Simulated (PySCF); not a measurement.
**How the method changes the constants of SrP**

State: ²Π (doublet), unpaired electrons π ↑. Set-up: basis Sr def2-TZVPP with ECP28, P def2-TZVPP; scalar-relativistic core potentials; PySCF 2.14. De refers to Sr + P in their high-spin ground configurations, without counterpoise correction. The functionals are run spin-unrestricted. A positive dipole means Sr(−)P(+). Levels whose curve was spin-contaminated or gave no clean fit are not listed.

| Level | Re (Å) | ωe (cm⁻¹) | De (eV) | μ (D) |
| --- | --- | --- | --- | --- |
| ROHF | 2.688 | 301 | -0.83 | -11.38 |
| ROHF-MP2 | 2.696 | 279 | 0.68 | n/a |
| ROHF-SCS-MP2 | 2.713 | 271 | 0.68 | n/a |
| ROHF-CCSD | 2.711 | 267 | 0.50 | n/a |
| ROHF-CCSD(T) | 2.717 | 277 | 0.78 | n/a |
| PBE | 2.644 | 305 | 1.62 | -7.65 |
| revPBE | 2.653 | 301 | 1.51 | -7.70 |
| BLYP | 2.679 | 291 | 1.44 | -7.42 |
| BP86 | 2.649 | 303 | 1.63 | -7.61 |

The bond length runs from 2.644 Å (PBE) to 2.717 Å (ROHF-CCSD(T)). De spans -0.83 eV (ROHF, mean field) to 1.63 eV (BP86, GGA). Correlation at CCSD(T) changes the Hartree–Fock bond energy by +1.61 eV; the triples alone change it by +0.28 eV.

Correlated steps freeze 5 core orbitals. Spin–orbit coupling is left out. The CCSD T1 diagnostic is raised, a sign that a single reference may not be enough here. UHF is strongly spin-contaminated for SrP, so the ROHF reference used there is far from stable. A negative De means that the minimum lies above the separated atoms at that level. The state is the lowest determinant that a PBE0 search found; another state may lie lower at other levels.
